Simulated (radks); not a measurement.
Isoelectronic series with 11 electrons, each ion in its NIST ground configuration. Calculated with a radial shooting solver on a logarithmic mesh with Libxc functionals: Dirac Kohn-Sham, PBE, spin-unpolarised, spherical densities, finite nucleus; Fermi nuclear charge, rms radius of each element as measured or else 0.836 A^(1/3) + 0.57 fm. Total energies (hartree) and orbital eigenvalues (eV):

ion,configuration,E (hartree),3s1/2,2p3/2,2p1/2,2s1/2
S5+,[Ne] 3s1,-392.13270,-80.6108,-236.1009,-237.3864,-291.3608
Sc10+,[Ne] 3s1,-726.47809,-238.2037,-617.3234,-622.1130,-702.9180
Fe15+,[Ne] 3s1,-1166.52873,-473.6517,-1169.615,-1182.519,-1290.775
Ga20+,[Ne] 3s1,-1713.94517,-787.7221,-1892.932,-1921.580,-2058.014
Kr25+,[Ne] 3s1,-2370.86963,-1181.828,-2787.711,-2843.642,-3009.143
Pd35+,[Ne] 3s1,-4024.43314,-2218.187,-5094.624,-5260.538,-5487.634

Estimate the row of Nb30+ ([Ne] 3s1).

Answer. E (hartree) -3139.95786; 3s1/2 -1657.860; 2p3/2 -3854.643; 2p1/2 -3954.308; 2s1/2 -4149.960.
